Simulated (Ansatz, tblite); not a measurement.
Forces on the cluster Cd₂O₂⁻ at its PBE0-D4/def2-TZVPD geometry. Total charge -1; doublet.

In the def2 sets Cd takes a core potential; there is no spin–orbit coupling. The xTB rows come from tblite. At PBE-D4/def2-TZVPD the highest occupied level of the charge -1 doublet lies above zero (up to 0.08 eV). The electron is either unbound and held by the finite basis, or the level is raised by self-interaction error. Another isomer (doublet) lies 0.49 eV lower at PBE0-D4/def2-TZVPD; other spin states weren't run for this one.

GFN1-xTB (tblite), largest force 1.22 eV/Å:

```xyz
4
positions Å, forces eV/Å
Cd    0.289    0.660   -1.197    0.101    0.230   -0.417
Cd   -0.289   -0.660    1.197   -0.100   -0.229    0.415
O     1.290   -0.909   -0.189    0.986   -0.696   -0.144
O    -1.290    0.909    0.189   -0.986    0.694    0.146
```

GFN2-xTB (tblite), largest force 0.63 eV/Å:

```
Cd 0.131 0.299 -0.543
Cd -0.131 -0.299 0.542
O 0.229 -0.162 -0.034
O -0.229 0.161 0.034
```

PBE-D4/def2-TZVPD (Ansatz), largest force 0.61 eV/Å:

```
Cd 0.105 0.240 -0.435
Cd -0.105 -0.240 0.435
O 0.499 -0.352 -0.073
O -0.499 0.351 0.073
```
